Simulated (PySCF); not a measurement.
BrHSZn, SMILES [SH][Zn][Br]. Atoms are numbered in the order given.

```xyz
4

Zn    -0.0206     0.5038     0.0000
Br     0.0094    -1.7327     0.0000
S     -0.0624     2.6735     0.0000
H      1.2883     2.7546     0.0000
```
Charge 0, spin multiplicity 1.

Coordinates come from a PBE0-D3(BJ)/def2-SVP optimisation. The values are those of a single conformer.

These are PySCF with PBE0-D3(BJ)/def2-SVP values and carry that method's errors.

Frequencies are harmonic and unscaled.

| mode | ν (cm⁻¹) | IR (km/mol) | Raman (Å⁴/amu) | depolarisation | moving atoms (share of kinetic energy) |
|---|---|---|---|---|---|
| 1 | 82 | 10.3 | 0.1 | 0.57 | Zn 58 %, S 27 %, Br 12 % |
| 2 | 87 | 11.3 | 0.4 | 0.75 | Zn 58 %, S 30 %, Br 12 % |
| 3 | 264 | 4.5 | 12.7 | 0.27 | Br 49 %, S 39 %, Zn 11 % |
| 4 | 441 | 49.5 | 2.9 | 0.28 | Zn 53 %, S 39 % |
| 5 | 638 | 5.7 | 2.3 | 0.68 | H 93 % |
| 6 | 2703 | 0.8 | 140.8 | 0.30 | H 97 % |
